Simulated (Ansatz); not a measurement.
Coupled-cluster diagnostics for the cluster Au2I (the lowest doublet isomer of a short search), Ansatz.

Geometry of the doublet (PBE0-D4/def2-TZVP):

```xyz
3

Au    0.1230    0.3882   -0.3953
Au    1.9566   -1.4102   -0.2703
I    -2.0796    1.0220    0.6656
```

In the def2 sets Au, I take a core potential; there is no spin–orbit coupling. Correlated methods freeze 4 core orbitals; core or outer-core shells of Au, I are correlated, in sets that lack core-valence functions. In CCSD on the charge 0 doublet the largest single amplitude is 0.27, so its Hartree–Fock determinant may place the open shell otherwise than the density functionals do. The structure comes from a short search, and lower isomers may exist.

Geometry of the charge 0 quartet (PBE0-D4/def2-TZVP):

Cartesian coordinates in Å:
```
Au 0.7632 0.6602 -1.1866
Au -0.5888 0.9461 1.0861
I -0.1744 -1.6063 0.1005
```

(1) Estimate the CCSD(T) correlation energy, the shares of MP2 and (T), T1 and the reference's ⟨S²⟩ for: charge 0, doublet, own geometry in def2-SVP; charge 0, quartet, own geometry in def2-SVP; and the rough time on 4 threads of Arm Neoverse V2 on a shared host.

Answers

(1) 
```json
{"state": "charge 0, doublet, own geometry", "basis": "def2-SVP", "correlation (eV)": "-21.824", "MP2 share (%)": "102.6", "(T) share (%)": "2.6", "T1": "0.042", "⟨S²⟩ (pure)": "0.77 (0.75)", "wall time": "20 s"}
{"state": "charge 0, quartet, own geometry", "basis": "def2-SVP", "correlation (eV)": "-22.321", "MP2 share (%)": "103.1", "(T) share (%)": "2.9", "T1": "0.032", "⟨S²⟩ (pure)": "3.79 (3.75)", "wall time": "19 s"}
```
Customary marks for T1 are 0.02 (closed shells), 0.045 (open shells) and about 0.05 (3d metals). T1 exceeds 0.02 in 2 of 2 rows and 0.045 in 0; the higher it lies, the less the single-reference result can be trusted.
